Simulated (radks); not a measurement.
Results of a calculation; reference values are marked as such.
Q: Species: K2+. Configuration: [Ne] 3s2 3p5. Level of theory: scalar-relativistic Kohn-Sham, PBEsol, spin-polarised, spherical densities, finite nucleus; open shells are filled with parallel spins first; Fermi nuclear charge, rms radius 3.4349 fm; hard spherical wall at 10 bohr (a radial shooting solver on a logarithmic mesh with Libxc functionals). Some entries of the table are withheld. Estimate them.

orbital  occ.  eigenvalue (hartree)  <r^2> (bohr^2)  r(max) (bohr)
1s up       1             -130.1359        0.008854        0.05307
1s down     1             -130.1261        0.008853        0.05307
2s up       1             -13.82603          0.1784         0.3184
2s down     1             -13.81715          0.1783         0.3184
2p up       3             -11.14919          0.1524         0.2625
2p down     3             -11.13684          0.1523         0.2627
3s up       1              -2.08671           1.749          1.065
3s down     1              -2.04023           1.761          1.066
3p up       3              -1.45897           2.135            (1)
3p down     2              -1.41508           2.166            (2)
3d up       0                   (3)           4.143          1.329
3d down     0                   (4)           4.425          1.351
4s up       0              -0.50900           12.63          3.029
4s down     0              -0.49861           12.92          3.060

A: 
(1) 3p up r(max) (bohr): 1.129
(2) 3p down r(max) (bohr): 1.132
(3) 3d up eigenvalue (hartree): -0.57852
(4) 3d down eigenvalue (hartree): -0.54578
